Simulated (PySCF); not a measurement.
Gas-phase reaction: SnHCl + 2 SnCl₄ → 2 SnCl₃ + SnHCl₃

Computed with PySCF and rigid-rotor harmonic-oscillator thermochemistry at 1 bar. † marks an energy on the PBE0/def2-TZVP geometry and frequencies. MP2 and CCSD(T) freeze the core. Open shells (unrestricted): SnCl₃ (multiplicity 2); the rest are closed-shell singlets. B3LYP is the form with VWN-RPA correlation. Sn: scalar-relativistic def2 core potential, no spin-orbit coupling. SnHCl, SnCl₃, SnHCl₃: computed as isolated molecules; such fragments, hydroxides, amides, oligomers or adducts are transient or little studied in the gas. MP2 isn't extrapolated to the basis-set limit; its ΔH°(298 K) is 95.9 kJ in def2-SVP and 110.8 kJ in def2-TZVPP. CCSD(T) isn't extrapolated to the basis-set limit. The harmonic model lacks anharmonicity and excited electronic states, which grow with temperature; levels with a mode under 35 cm⁻¹ are left out. Soft modes under 120 cm⁻¹ make the harmonic entropy rough for SnCl₄, SnCl₃, SnHCl₃.

```
level               ΔE electronic, kJ  ΔH°(298 K), kJ  ΔS°(298 K), J/K  ΔG°(2000 K), kJ
------------------  -----------------  --------------  ---------------  ---------------
B3LYP/def2-TZVP†                   64              66               39               -9
BLYP/def2-TZVP†                    51              53               39              -22
CCSD(T)/def2-SVP†                  98             100               39               25
HF/def2-TZVP†                      47              49               39              -26
M06-2X/def2-TZVP†                  59              61               39              -14
MP2/def2-TZVPP†                   109             111               39               36
PBE0/def2-QZVP†                    66              68               39               -7
PBE0/def2-SVP†                     63              65               39              -10
ωB97X-V/def2-TZVP†                 92              94               39               19
```
ΔH° is lowest at HF/def2-TZVP† and highest at MP2/def2-TZVPP†. No reference value is set beside these.
